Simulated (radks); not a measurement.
Results of a calculation; reference values are marked as such.
Q: These are the eigenvalues of the occupied orbitals of an atom or ion with whole-number occupations (eV). Code: a radial shooting solver on a logarithmic mesh with Libxc functionals. Model: scalar-relativistic Kohn-Sham, PBEsol, spin-polarised, spherical densities, finite nucleus; Fermi nuclear charge, rms radius of each element as measured or else 0.836 A^(1/3) + 0.57 fm.

1s up: -41.5160

Which element is it, and in what charge state? The configuration may be excited. Open shells, if any, are filled with parallel spins first.

A: Z = 2, helium, charge +1: He+ in 1s1. The 1s level, -1.5257 hartree, gives Z - s = 1.7 by -(Z - s)^2/2, which with screening and relativity narrows Z to a few neighbours, and with so few levels the electron count can be read from the list.
